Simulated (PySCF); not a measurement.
# Working out the ionisation energy of F²⁺

F²⁺ [He] 2s2 2p3 (4S) → F³⁺ [He] 2s2 2p2 (3P). Computed with PySCF 2.14 in aug-cc-pwCVDZ (5s4p2d, 27 functions), with the non-relativistic Hamiltonian (point nucleus). Frozen: 1s2. Energies in hartree (1 hartree = 27.21139 eV):

```csv
part,F²⁺ (lower),F³⁺ (upper)
UHF,-97.577141,-95.292972
CCSD correlation,-0.091609,-0.086942
(T),-0.000556,-0.000601
```

What does Hartree-Fock give?

(-95.292972) − (-97.577141) = 2.284169 hartree = 62.155 eV.

What do CCSD and CCSD(T) give?

The CCSD correlation energies differ by 0.004667 hartree = 0.127 eV and the triples by -0.000045 hartree = -0.001 eV, so CCSD gives 62.282 eV and CCSD(T) 62.281 eV.

A first-order spin-orbit estimate adds -0.049 eV to CCSD(T) (valence), giving 62.232 eV against 62.708 eV (semi-empirical (NIST evaluation); NIST Atomic Spectra Database, ionization energies).

A double-zeta basis recovers only part of the correlation energy.

What remains against the reference includes basis incompleteness, the frozen core and higher excitations.
